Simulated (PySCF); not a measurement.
## Structure from 2D NMR

Compound of formula C2H10N2OSi2. Correlations simulated from computed shifts and the bond graph:

HSQC (one-bond C–H):
```tsv
δH	δC
8.30	168.3
0.33	3.1
```

HMBC (two and three bonds, from the bond graph):
```tsv
δH	δC
3.67	3.1
```

- GFN2-xTB geometry
- GIAO PBE0/pcSseg-1 shieldings
- program: PySCF
- rapidly exchanging positions averaged, one conformer, non-relativistic Hamiltonian, isolated molecule

Scale: ¹H (σ = 31.72 ppm), ¹³C (σ = 186.93 ppm) against TMS (reference shieldings calculated alike).

Exchangeable hydrogens are left out of these lists.

**Question.** Which molecule is this?

**Answer.** SMILES C(N[Si@@](C)(N)[SiH3])=O.

Atoms are numbered as in `[CH3:1][Si@:2]([NH2:3])([SiH3:4])[NH:5][CH:6]=[O:7]` (H(Xn): hydrogen on atom n).

δC 168.3 is C6, an amide carbonyl carbon (δH 8.30). δC 3.1 is C1, a methyl carbon bonded to Si (δH 0.33).

The data come from this structure; uniqueness wasn't tested.

OH and NH positions are those of a molecule without intermolecular hydrogen bonds; in solution they move with solvent, concentration and temperature, and exchange usually removes their couplings. Shifts are as computed. Against solution values, carbons near 30 ppm lie about +3 ppm off and those near 130 ppm about +5 ppm. Of 1309 compounds with measured shifts, 239 miss one by over three times the rms of a fit or turn the order of signals round; such compounds aren't used in these exercises. Hydrogen bonding in solution deshields acid and N–H amide carbonyl carbons by as much as 10 ppm beyond these values.
